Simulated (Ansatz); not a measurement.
`C[SiH](O)Br` + NH₃ → `N[SiH](O)Br` + CH₄ at 298.15 K and 1 bar (ligand exchange at the Si–C bond).

Computed with Ansatz on PBE0-D4/def2-TZVP structures; ΔE is electronic, products minus reactants. CCSD(T)/CBS is the MP2 limit (def2-TZVPP, def2-QZVPP) plus CCSD(T) − MP2 in def2-TZVPP, frozen cores. This one scheme is used for every species. For Br outer-core shells are correlated without core-valence functions, which leaves a few kJ/mol of doubt a bond. Scalar relativity is left out up to krypton. One conformer a species, not always the lowest.

```json
{"species": "`C[SiH](O)Br`", "CCSD(T)/CBS energy (Eh)": "-2978.74949", "H − E (kJ/mol)": "179.7", "S (J/(mol·K))": "339.5"}
{"species": "NH₃", "CCSD(T)/CBS energy (Eh)": "-56.50880", "H − E (kJ/mol)": "100.5", "S (J/(mol·K))": "192.4"}
{"species": "`N[SiH](O)Br`", "CCSD(T)/CBS energy (Eh)": "-2994.82102", "H − E (kJ/mol)": "152.3", "S (J/(mol·K))": "334.1"}
{"species": "CH₄", "CCSD(T)/CBS energy (Eh)": "-40.46206", "H − E (kJ/mol)": "127.4", "S (J/(mol·K))": "186.2"}
```

H − E and S are ideal-gas, rigid-rotor, harmonic terms from PBE0-D4/def2-TZVP, for one conformer and one mirror image of each species. 1 Eh = 2625.50 kJ/mol, R = 8.31446 J/(mol·K).

Problem. By hand: ΔE, ΔH, ΔS and ΔG.

Solution. ΔE = (-2994.82102) + (-40.46206) − (-2978.74949) − (-56.50880) = -0.02479 Eh = -65.1 kJ/mol. Δ(H − E) = 152.3 + 127.4 − 179.7 − 100.5 = -0.5, so ΔH = -65.6 kJ/mol. ΔS = 334.1 + 186.2 − 339.5 − 192.4 = -11.6 J/(mol·K). ΔG = -65.6 − 298.15 × (-11.6)/1000 = -62.1 kJ/mol.

Problem. By hand: the equilibrium constant, and the temperature at which ΔG would vanish if ΔH and ΔS stayed fixed.

Solution. log₁₀ K = −ΔG/(RT ln 10) = 10.9. ΔG = 0 at ΔH/ΔS = 5655 K, far beyond where these terms or the molecules hold.

The number of gas molecules stays the same, so ΔS is small and ΔH decides. A doubt of 5 kJ/mol in ΔE shifts log₁₀ K by 0.9 here. Other conformers and mirror images would add mixing entropy, several J/(mol·K) or more a flexible species. These are equilibria of isolated gas molecules and say nothing of rates. Largest T1 diagnostic: 0.009 (customary marks: 0.02 for closed shells, 0.045 for open ones).
